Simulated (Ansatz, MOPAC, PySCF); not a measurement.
Dimer: C2H4 (SMILES C=C) (first 6 atoms) with CH3NO (SMILES NC=O); geometry from B3LYP-D3(BJ)/def2-TZVP, rigid monomers moved along the line of their centres of mass till C1···H10 is 2.94 Å.
(charge 0, multiplicity 1):
```xyz
12

C      0.452     0.477     0.739
C     -0.423    -0.514     0.633
H      1.210     0.468     1.513
H      0.449     1.318     0.056
H     -1.181    -0.528    -0.142
H     -0.397    -1.353     1.319
N     -0.973     0.467     4.308
C     -0.085    -0.378     4.879
O      0.736    -1.037     4.277
H     -0.978     0.578     3.304
H     -1.628     0.983     4.868
H     -0.179    -0.413     5.980
```

Monomers are frozen at their geometry in the pair; levels with a basis set take the counterpoise correction. Rows marked so take none.

Rows in 6-31G* carry no dispersion term and start afresh at each structure (6-31G* with six Cartesian d functions). The state that AM1, PM6 reach isn't checked.

Codes used: Ansatz (Gaussian basis) for Hartree–Fock, density functionals and correlated methods; MOPAC for AM1, PM6 (differences of heats of formation); PySCF for 6-31G* rows. 

Problem. One of these levels gives -2.69 kcal/mol for the interaction energy. Name it.
(A) PM6
(B) r2SCAN/def2-TZVPPD
(C) AM1
(D) B3LYP/6-31G* (no counterpoise)

Solution. B, r2SCAN/def2-TZVPPD. The others give -0.48 (AM1), -1.17 (PM6), -3.29 (B3LYP/6-31G* (no counterpoise))

Ansatz is a quantum-chemistry and plane-wave program.
